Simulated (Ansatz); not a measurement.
Species: 3-selanylpropan-1-ol, C3H8OSe, net charge 0, singlet state. 
Structure (B3LYP-D3(BJ)/def2-TZVP (Ansatz, a quantum-chemistry and plane-wave program) minimum search):
```
C
H 1 1.0914
H 1 1.0925 2 106.89
C 1 1.5197 2 109.12 3 117.27
H 4 1.0979 1 109.94 2 -179.58
H 4 1.0979 5 107.68 1 119.63
O 4 1.4239 5 110.75 6 121.26
H 7 0.9624 4 108.93 5 -59.75
C 1 1.5197 2 110.15 3 -119.68
H 9 1.0888 1 111.96 2 178.75
H 9 1.0909 10 107.71 1 -122.83
Se 9 1.9761 10 107.68 11 -111.16
H 12 1.4723 9 94.91 10 -62.35
```

Computed values are from Ansatz. Cores are frozen in the correlated levels unless marked. UHF or UKS for open shells. No spin-orbit coupling. The frozen core is the preceding noble-gas configuration, with the filled d and f shells of earlier blocks. Non-relativistic. Basis-set limits of correlation are two-point, X^-3; Hartree-Fock from the larger set. [CCSD(T)-MP2]/basis is that difference in the basis named.

Problem. What is the dipole moment at CCSD(T)/aug-cc-pVDZ?

Solution. 2.46 D.

Problem. What is the T1 diagnostic at CCSD/cc-pVQZ?

Solution. 0.010.

Problem. What is the total energy at CCSD(T)/CBS(cc-pVTZ,cc-pVQZ)?

Solution. -2594.2055 Eh.

Problem. What is the atomisation energy De at CCSD(T)/CBS(cc-pVTZ,cc-pVQZ)?

Solution. 4777.4 kJ/mol.

Problem. What is the vertical ionisation energy (to the doublet) at RI-MP2/CBS(aug-cc-pVTZ,aug-cc-pVQZ)+[CCSD(T)-MP2]/aug-cc-pVTZ?

Solution. 8.97 eV.
